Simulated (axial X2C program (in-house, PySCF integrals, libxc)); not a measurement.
# Density and ELF of AsBr⁺

All values were computed with an in-house relativistic program for diatomic molecules. Two-component (2c) means X2C with spin–orbit coupling and atomic mean-field two-electron Coulomb and Gaunt terms. Basis: Br dyall-cv3z [8s9p6d4f1g], As dyall-cv3z [9s9p6d4f1g] (cores contracted in-house); Gaussian nuclei, density fitting, unrestricted open shells. Masses: Br 78.918 u, As 74.922 u.

PBE0, with spin–orbit coupling, state Ω = 1/2 (⟨Sz⟩ = -0.50, ⟨Lz⟩ = 1.00 at PBE0); Br at z = 0, As at z = 2.186 Å.

The maps cover the half plane through the axis: z from -2.4 to 4.2 Å along the bond, ρ from 0.15 to 2.25 Å away from it.

log10 of the density in e/bohr³:

```
 ρ\z  -2.4  -1.8  -1.2  -0.6   0.0   0.6   1.2   1.8   2.4   3.0   3.6   4.2
0.15  -3.8  -2.6  -1.5  -0.5   1.4  -0.5  -0.9   0.4   1.0  -0.9  -1.9  -2.9
0.45  -3.8  -2.7  -1.6  -0.7   0.1  -0.7  -1.1  -0.4   0.0  -1.1  -2.0  -3.0
0.75  -4.0  -2.9  -1.8  -1.0  -0.7  -1.0  -1.3  -1.0  -0.9  -1.4  -2.2  -3.2
1.05  -4.1  -3.1  -2.2  -1.4  -1.1  -1.3  -1.6  -1.4  -1.3  -1.7  -2.4  -3.4
1.35  -4.3  -3.4  -2.5  -1.9  -1.6  -1.8  -2.0  -1.9  -1.8  -2.1  -2.8  -3.6
1.65  -4.6  -3.7  -2.9  -2.4  -2.1  -2.2  -2.4  -2.3  -2.3  -2.5  -3.1  -3.9
1.95  -4.8  -4.1  -3.4  -2.9  -2.7  -2.7  -2.9  -2.8  -2.7  -3.0  -3.5  -4.3
2.25  -5.2  -4.4  -3.8  -3.4  -3.2  -3.3  -3.3  -3.2  -3.2  -3.5  -4.0  -4.6
```

Electron localisation function (collinear form, no current term, damped to 0 at low density):

```
 ρ\z  -2.4  -1.8  -1.2  -0.6   0.0   0.6   1.2   1.8   2.4   3.0   3.6   4.2
0.15  0.00  0.19  0.72  0.22  0.25  0.17  0.60  0.66  0.73  0.40  0.77  0.20
0.45  0.00  0.17  0.70  0.50  0.39  0.42  0.60  0.23  0.43  0.59  0.75  0.17
0.75  0.00  0.12  0.64  0.82  0.51  0.73  0.55  0.28  0.28  0.79  0.69  0.12
1.05  0.00  0.07  0.52  0.83  0.84  0.73  0.43  0.56  0.73  0.84  0.57  0.06
1.35  0.00  0.03  0.35  0.70  0.77  0.59  0.28  0.53  0.79  0.77  0.39  0.02
1.65  0.00  0.01  0.17  0.48  0.57  0.36  0.14  0.35  0.63  0.56  0.18  0.00
1.95  0.00  0.00  0.05  0.23  0.30  0.15  0.06  0.17  0.35  0.27  0.04  0.00
2.25  0.00  0.00  0.01  0.05  0.09  0.04  0.02  0.06  0.11  0.06  0.00  0.00
```

Axial spin density in 10⁻³ e/bohr³:

```
 ρ\z  -2.4  -1.8  -1.2  -0.6   0.0  0.6   1.2    1.8    2.4   3.0   3.6   4.2
0.15   0.0   0.1   0.5   1.4  -6.1  1.9  -0.1    0.5   -4.6   2.1   0.6   0.1
0.45   0.0   0.0   0.2  -0.9  -1.1  2.0  -1.7   -9.2   -4.4  -2.8   0.0   0.0
0.75   0.0   0.0  -0.1  -1.9  -3.2  1.4  -2.5  -17.5  -21.3  -5.8  -0.5   0.0
1.05   0.0   0.0  -0.2  -1.2  -1.4  0.8  -1.9  -11.9  -15.0  -4.7  -0.6  -0.1
1.35   0.0   0.0  -0.1  -0.5  -0.4  0.3  -1.1   -5.5   -6.9  -2.6  -0.5  -0.1
1.65   0.0   0.0  -0.1  -0.2  -0.1  0.1  -0.5   -2.2   -2.7  -1.2  -0.3   0.0
1.95   0.0   0.0   0.0  -0.1   0.0  0.0  -0.2   -0.8   -1.0  -0.5  -0.1   0.0
2.25   0.0   0.0   0.0   0.0   0.0  0.0  -0.1   -0.3   -0.3  -0.2  -0.1   0.0
```

The state is a single determinant with fixed occupations, the lowest that a limited PBE0 search found. Density functionals use the spin component along the axis (collinear). The functionals have no current-density term, which raises determinants with orbital currents, atoms included. The determinant is spin-polarised beyond a pure state at some levels (its spin-free form has ⟨S²⟩ too high), which makes Re and μ there less reliable.
